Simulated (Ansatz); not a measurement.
A run for Ansatz (an electronic-structure program): RO-CCSD(T)/6-31G on SiC, 2S+1 = 3, a point of a bond scan (R = 1.714 Å).

Ansatz 0.2 input:
```yaml
crystal:
  periodic: [false, false, false]
  atoms:
    - {symbol: Si, position_ang: [-0.00000000, -0.00000000, -0.51408316]}
    - {symbol: C, position_ang: [0.00000000, 0.00000000, 1.19952736]}
basis:
  gaussian:
    orbitals: 6-31G
    pivot_positions_ang: [[-0.00000000, -0.00000000, -0.51408316], [0.00000000, 0.00000000, 1.19952736]]
magnetization: {spin_polarized: false, initial_magnetization: 2}
correlation: {method: ccsd_t, electrons: outside_noble_gas}
scf: {omitted_lower_state_checks: [cluster_reference]}
output: {orbitals: {seedname: ./end}}
```

The log:

```
WARN ansatz: RAYON_NUM_THREADS=1 ignored (pool sized by the plan → 1); use --threads N
Functional definition: HF
these checks for a lower state are left out or cut short: cluster_reference
integrals: 0.00 GiB planned
279 factors; integrals over basis functions are off by at most 7.6e-5 eV
mean field: 0.05 GiB planned
mean field evaluation 1: about -8884.5042 eV, gradient 1.0e1 eV
mean field evaluation 2: about -8884.5067 eV, gradient 1.0e1 eV
mean field evaluation 4: about -8885.4358 eV, gradient 2.4e0 eV
mean field evaluation 8: about -8885.7950 eV, gradient 3.6e-1 eV
mean field evaluation 16: about -8882.1320 eV, gradient 7.2e0 eV
mean field evaluation 32: about -8882.2402 eV, gradient 5.4e-6 eV
mean field evaluation 64: about -8884.9829 eV, gradient 7.8e0 eV
mean field evaluation 96: about -8885.7977 eV, gradient 2.1e-2 eV
mean field -8885.79765967 eV, -326.5470409829 hartree, gradient 4.6e-6 eV, S^2 2.000000; 12 other end points of the search recorded, 0 dependent functions left out
6 core orbitals not correlated
reference -8885.79765967 eV, -326.5470409829 hartree; 5, 3 occupied and 11, 13 virtual orbitals, 279 factors
second order -2.89491211 eV of doubles, -0.04733057 eV of singles
coupled cluster: 0.05 GiB planned
cycle   1  -3.21106320 eV  change   -2.7e-1 eV  update   1.0e-1
cycle   2  -3.50499878 eV  change   -2.9e-1 eV  update   5.0e-2
cycle   3  -3.60403256 eV  change   -9.9e-2 eV  update   2.9e-2
cycle   4  -3.62496656 eV  change   -2.1e-2 eV  update   1.4e-2
cycle   5  -3.63425528 eV  change   -9.3e-3 eV  update   6.8e-3
cycle   6  -3.63862684 eV  change   -4.4e-3 eV  update   4.1e-3
cycle   7  -3.64096432 eV  change   -2.3e-3 eV  update   2.1e-3
cycle   8  -3.64254630 eV  change   -1.6e-3 eV  update   7.5e-4
cycle   9  -3.64225897 eV  change    2.9e-4 eV  update   3.1e-4
cycle  10  -3.64238916 eV  change   -1.3e-4 eV  update   1.5e-4
cycle  11  -3.64239119 eV  change   -2.0e-6 eV  update   1.0e-4
cycle  12  -3.64243244 eV  change   -4.1e-5 eV  update   5.4e-5
cycle  13  -3.64241720 eV  change    1.5e-5 eV  update   2.0e-5
cycle  14  -3.64242068 eV  change   -3.5e-6 eV  update   7.8e-6
coupled cluster: 0.05 GiB planned
perturbative correction -0.14420851 eV, -0.0052995649 hartree
Total energy: -8889.58428886 eV, -326.6861970390 hartree
Checks for a lower state left out: cluster_reference
```

Self-consistency was reached.

Cost: roughly 0.6 core-seconds.
